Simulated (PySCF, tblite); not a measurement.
Compound: C₆H₁₃FO₂.
SMILES with atom numbers: `[CH3:1][C@@H:2]([OH:3])[CH2:4][C@H:5]([CH3:6])[O:7][CH2:8][F:9]` (hydrogens: H10, H11, H12 on C1; H13 on C2; H14 on O3; H15, H16 on C4; H17 on C5; H18, H19, H20 on C6; H21, H22 on C8)

Geometry (GFN2-xTB, Å), atoms numbered from 1 in this order:
```
atom  x, y, z in Å
C1    -2.9253   -0.4491    0.7627
C2    -1.7013   -0.3608   -0.1486
O3    -1.9140    0.5453   -1.2089
C4    -0.4524    0.0140    0.6613
C5     0.8098    0.0647   -0.2038
C6     1.3973   -1.3216   -0.4431
O7     1.7328    0.9245    0.4829
C8     2.7386    1.4545   -0.2574
F9     3.7661    0.5556   -0.4818
H10   -3.0880    0.4997    1.2718
H11   -2.7849   -1.2247    1.5098
H12   -3.8087   -0.6845    0.1742
H13   -1.5474   -1.3247   -0.6438
H14   -2.1021    1.4138   -0.8332
H15   -0.5961    1.0038    1.1017
H16   -0.3118   -0.6979    1.4738
H17    0.5578    0.5303   -1.1699
H18    2.2663   -1.2660   -1.0929
H19    1.7019   -1.7612    0.5037
H20    0.6539   -1.9601   -0.9119
H21    3.1810    2.2800    0.3128
H22    2.4163    1.7838   -1.2609
```

Level of theory: PBE0/pcSseg-1 in PySCF (dipole) on a GFN2-xTB geometry, gas phase.

Masses are those of the commonest isotopes; rigid-rotor values at the optimised geometry. The values belong to one conformer with, in the numbering `[CH3:1][C@@H:2]([OH:3])[CH2:4][C@H:5]([CH3:6])[O:7][CH2:8][F:9]`, C1–C2–O3–H 59°, C1–C2–C4–C5 178°, C2–C4–C5–C6 -81°, C4–C5–O7–C8 -160°, C5–O7–C8–F9 -79°.

Problem. Give the principal moments of inertia and the rotational constants in MHz.

Solution. Ia = 137.57, Ib = 746.20, Ic = 768.86 u·Å²; 505379 MHz·u·Å²/I gives A = 3674, B = 677.3, C = 657.3 MHz.

Problem. Classify the top.

Solution. A near-prolate asymmetric top; Ray's κ = -0.987.

Problem. What does the inertial defect say?

Solution. Not planar: Δ = Ic − Ia − Ib = -114.91 u·Å². For a rigid frame Δ = −2 Σ m c², so Σ m c² = 57.46 u·Å² lies off the ab plane: 13.02 from hydrogen and 44.43 from heavier atoms. The atom farthest from that plane is 1.44 Å away.

Problem. Give the other two planar moments, Paa and Pbb, and the rms extents of the mass along the axes.

Solution. Paa = Σ m a² = (Ib + Ic − Ia)/2 = 688.75 and Pbb = Σ m b² = (Ia + Ic − Ib)/2 = 80.12 u·Å². With the mass M = 136.09 u, the rms extents √(P/M) along a, b and c are 2.25, 0.77, 0.65 Å.

Problem. Where do the levels up to J = 2 lie, in K?

Solution. Above 0(0,0), as E/k:
J = 1: 1(0,1) 0.064, 1(1,1) 0.208, 1(1,0) 0.209
J = 2: 2(0,2) 0.192, 2(1,2) 0.335, 2(1,1) 0.338, 2(2,1) 0.769, 2(2,0) 0.769
Those of J = 1 are B + C, A + C and A + B.

Problem. Predict some low-J microwave lines.

Solution. The dipole components are |μa| = 1.75 D, |μb| = 1.06 D, |μc| = 0.67 D. The squared components, which scale the intensities, stand as 1.00 : 0.37 : 0.15 (a : b : c). Some lines, for components of 0.1 D or more:

```tsv
type	branch	J(Ka,Kc)	MHz	lower level (cm⁻¹)
b	R	4(0,4) ← 3(1,3)	2390	0.365
a	R	2(0,2) ← 1(0,1)	2669	0.045
a	R	2(1,1) ← 1(1,0)	2689	0.145
c	Q	5(1,5) ← 5(0,5)	2859	0.668
a	R	3(0,3) ← 2(0,2)	4003	0.134
a	R	3(2,1) ← 2(2,0)	4004	0.535
a	R	4(1,4) ← 3(1,3)	5298	0.365
a	R	5(0,5) ← 4(0,4)	6671	0.445
a	R	5(1,4) ← 4(1,3)	6722	0.549
b	Q	5(2,3) ← 5(1,4)	8873	0.773
c	Q	4(2,3) ← 4(1,3)	8919	0.549
b	Q	4(2,3) ← 4(1,4)	9119	0.542
b	Q	5(2,4) ← 5(1,5)	9169	0.763
b	Q	3(3,0) ← 3(2,1)	15031	0.668
b	Q	3(3,1) ← 3(2,2)	15031	0.668
c	R	4(3,1) ← 3(2,1)	20369	0.668
b	Q	5(4,1) ← 5(3,2)	21044	1.570
c	R	5(3,2) ← 4(2,2)	21703	0.846
c	R	5(3,3) ← 4(2,3)	21705	0.846
b	R	5(3,2) ← 4(2,3)	21705	0.846
b	R	5(4,2) ← 4(3,1)	27717	1.348
c	R	5(5,1) ← 4(4,1)	33729	2.050
```

Problem. Estimate the classical rotational partition function at 10 K, 200 K and 298.15 K.

Solution. Point group C1, symmetry number σ = 1; q = (√π/σ)·√((kT/h)³/(ABC)), k/h = 20836.6 MHz/K: 4170 at 10 K, 373000 at 200 K, 679000 at 298.15 K.

Its GFN2-xTB frequencies are all real (lowest 31 cm⁻¹). Zero-point vibration and centrifugal distortion are left out. A rigid rotor knows nothing of internal rotation, which can split or shift real lines.
